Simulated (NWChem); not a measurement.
Species: CH3BeBrS; SMILES C[S][Be][Br]

```xyz
7

Be     0.3016     0.2246     0.0000
Br    -0.0256    -1.7147     0.0000
S      0.6449     2.0881     0.0000
C     -1.0720     2.8010     0.0000
H     -1.6234     2.5070    -0.8947
H     -0.9514     3.8860     0.0000
H     -1.6234     2.5070     0.8947
```
Atoms are numbered in this order, from 1.

Computed with NWChem. The geometry was optimised at B3LYP/6-31G* (spherical d). Total energies compare along this basis series because the functional is fixed.

| level | basis functions | energy (Ha) | highest occupied level (eV) | orbital gap (eV) | dipole (D) |
|---|---|---|---|---|---|
| PBE/pcseg-1 | 83 | -3026.1417 | -6.13 | [?] | 1.75 |
| PBE/aug-pcseg-1 | 126 | -3026.1477 | -6.14 | 4.16 | 1.75 |
| PBE/pcseg-2 | 164 | -3026.5513 | -6.11 | 4.20 | 1.77 |
| PBE/STO-3G | 40 | -2993.2155 | -3.15 | 4.33 | 1.47 |
| PBE/def2-SVP | 88 | -3025.9739 | -5.99 | 4.18 | 1.76 |

What belongs in the gaps?


- PBE/pcseg-1, orbital gap (eV): 4.25
